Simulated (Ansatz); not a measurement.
Relaxation of CH4AlFO2S (10 atoms, charge 0, multiplicity 1), to a largest force component of 0.02 eV/Å in at most 50 steps.

Theory: RKS CAM-B3LYP/STO-3G in Ansatz.

```xyz
10
Properties=species:S:1:pos:R:3:forces:R:3
O -0.222 -2.341 -0.894 -4.70 5.33 1.16
Al -0.750 -0.541 -0.685 1.54 0.61 -1.62
C 0.349 0.669 0.436 1.52 -3.88 -2.77
O -0.302 1.196 1.504 -2.67 2.79 4.13
F 1.468 -0.046 0.926 0.70 -0.40 0.20
S 0.985 2.062 -0.570 0.95 0.26 -1.26
H -1.423 -1.924 -0.596 1.78 -5.13 -0.29
H -2.021 0.048 -1.398 1.34 -0.55 0.53
H -0.531 0.453 2.182 0.46 0.15 -0.93
H 1.803 1.218 -1.340 -0.91 0.83 0.86
```

**Question.** Where does it end, and by what steps?

**Answer.** It converged. Limits of this set-up: minimal basis. After 39 steps the energy has fallen by 4.135 eV; H9 moved furthest, 1.56 Å. Parted: Al2–H7. Joined: O1–H7, Al2–S6.

```csv
step,energy less start (eV),largest force component (eV/Å),accepted
0,0.0000,5.328,yes
2,-2.8407,3.432,yes
4,-3.3456,0.944,yes
6,-3.4617,0.389,yes
8,-3.4747,0.831,no
10,-3.5408,0.291,yes
12,-3.5926,0.185,yes
14,-3.6087,1.209,yes
16,-3.6381,0.408,yes
18,-3.6469,0.138,yes
20,-3.6502,0.179,yes
22,-3.6543,0.248,yes
24,-3.6632,0.068,yes
26,-3.6686,0.543,yes
28,-3.6941,0.326,yes
30,-3.7375,0.318,yes
32,-3.9267,0.720,yes
34,-4.0498,1.084,yes
36,-4.1276,0.311,yes
38,-4.1347,0.068,yes
39,-4.1350,0.017,yes
```

```xyz
10
Properties=species:S:1:pos:R:3
O -0.144 -1.866 -1.161
Al -0.862 -0.403 -0.638
C 0.091 0.399 0.854
O -0.484 1.369 1.697
F 1.301 0.015 1.383
S 0.589 1.313 -1.002
H -0.841 -2.305 -1.756
H -2.282 -0.009 -0.843
H 0.318 1.763 2.202
H 1.670 0.516 -1.170
```

Time of the run: 67 s on 1 thread of AMD EPYC 9R45 96-Core Processor (Zen 5), on a shared host, peak memory 0.19 GiB.
